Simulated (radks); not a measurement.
Coulomb parameter of the 4f shell of the holmium ion Ho3+ in the model configuration [Xe] 4f8.5 5d1.5, as a second difference U = [E(n + 0.25) + E(n - 0.25) - 2 E(n)] / (0.25)^2 with all orbitals relaxed. "Bare": the charge of the atom changes with n. "Screened": the 5d shell takes up the change at fixed total charge, which measures U(4f,4f) + U(5d,5d) - 2 U(4f,5d). All-electron calculation, Dirac Kohn-Sham, PBE, spin-unpolarised, spherical densities, finite nucleus; open shells are shared between the two j in proportion to 2j + 1; Fermi nuclear charge, rms radius 5.2022 fm. Program: a radial shooting solver on a logarithmic mesh with Libxc functionals.

| case | configuration | E - E(n) (eV) |
|---|---|---|
| start | [Xe] 4f8.5 5d1.5 | 0.000 |
| bare +0.25 | [Xe] 4f8.75 5d1.5 | -10.942 |
| bare -0.25 | [Xe] 4f8.25 5d1.5 | 12.236 |
| screened +0.25 | [Xe] 4f8.75 5d1.25 | -4.451 |
| screened -0.25 | [Xe] 4f8.25 5d1.75 | 4.836 |

U(bare) = 20.703 eV, U(screened by 5d) = 6.164 eV.
